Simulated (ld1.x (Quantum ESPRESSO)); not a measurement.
palladium (Pd), ultrasoft: configuration errors across variants

```
Element                 : palladium (Pd)
Generator               : ld1.x (Quantum ESPRESSO) 7.5
Type                    : ultrasoft
Functional              : LDA (PZ)
Relativity              : scalar-relativistic
Frozen core             : [Ar] 3d10
Valence charge          : 18
Reference configuration : 4s2 4p6 4d10 5s0 5p0
Partial waves           : 4s (bound): rcut 1.45, rcutus 1.60 bohr; 5s (bound, empty): rcut 1.45, rcutus 1.60 bohr; 4p (bound): rcut 1.85, rcutus 2.20 bohr; 5p (bound, empty): rcut 1.85, rcutus 2.20 bohr; 4d (bound): rcut 1.10, rcutus 1.20 bohr; 4d channel at 0.05 Ry: rcut 1.10, rcutus 1.20 bohr
Local potential         : all-electron potential smoothed inside 1.95 bohr (lloc = -2)
Core correction         : a·sin(br)/r model core inside 1.20 bohr
Augmentation charge     : PSQ, inside the norm-conserving radii
```

All-electron excitation energies from the reference (eV): (1) 4s2 4p6 4d9 5s0 5p0 9.389; (2) 4s2 4p6 4d8 5s0 5p0 30.470; (3) 4s2 4p6 4d7 5s0 5p0 65.065; (4) 4s2 4p6 4d9 5s0 5p1 5.318; (5) 4s2 4p6 4d9 5s1 5p0 1.436; (6) 4s2 4p6 4d8 5s1 5p0 13.796; (7) 4s2 4p6 4d9.5 5s0 5p0 3.370; (8) 4s2 4p6 4d9 5s0 5p0 spin 9.244; (9) 4s2 4p6 4d8 5s0 5p0 spin 29.835.

Spin tests fill each open shell by Hund’s rule, majority spin first.

Tests that are not counted but printed errors over 1 eV. “local potential all-electron potential smoothed inside 2.56 bohr (lloc = -2)”: 4s2 4p6 4d7 5s0 5p0 (pseudo-atom not self-consistent, printed error -3.2 eV).

Errors AE − PS in meV (a dash: test not solved or not reliable):

| change | (1) | (2) | (3) | (4) | (5) | (6) | (7) | (8) | (9) | bound ghosts |
| --- | --- | --- | --- | --- | --- | --- | --- | --- | --- | --- |
| base | +0.5 | +4.5 | +21 | +1.8 | -4.0 | -4.7 | +0.1 | +12 | +58 | none |
| local potential all-electron potential smoothed inside 0.86 bohr (lloc = -2) | +0.6 | +5.0 | +24 | +3.2 | -3.1 | -2.9 | +0.1 | +12 | +59 | none |
| local potential all-electron potential smoothed inside 1.14 bohr (lloc = -2) | +0.6 | +5.0 | +24 | +3.0 | -3.6 | -3.9 | +0.1 | +12 | +59 | none |
| local potential all-electron potential smoothed inside 1.30 bohr (lloc = -2) | +0.7 | +5.0 | +24 | +3.1 | -3.6 | -3.9 | +0.1 | +12 | +59 | none |
| local potential all-electron potential smoothed inside 1.48 bohr (lloc = -2) | +0.4 | +3.9 | +21 | +3.2 | -4.2 | -5.0 | +0.1 | +12 | +58 | none |
| local potential all-electron potential smoothed inside 1.70 bohr (lloc = -2) | +0.5 | +4.8 | +22 | +1.4 | -3.8 | -4.1 | +0.1 | +12 | +59 | none |
| local potential all-electron potential smoothed inside 1.92 bohr (lloc = -2) | +0.5 | +4.6 | +22 | +1.8 | -4.0 | -4.7 | +0.1 | +12 | +59 | none |
| local potential all-electron potential smoothed inside 2.10 bohr (lloc = -2) | +0.5 | +4.2 | +20 | +1.8 | -4.0 | -5.1 | +0.1 | +12 | +58 | none |
| local potential all-electron potential smoothed inside 2.56 bohr (lloc = -2) | +0.3 | +2.1 | – | +1.5 | -4.5 | -7.8 | 0.0 | +12 | +56 | none |

Q: Give the same row for: local potential all-electron potential smoothed inside 2.28 bohr (lloc = -2).

A: +0.5, +3.7, +17, +1.7, -4.1, -5.7, +0.1, +12, +58; bound ghosts: none.
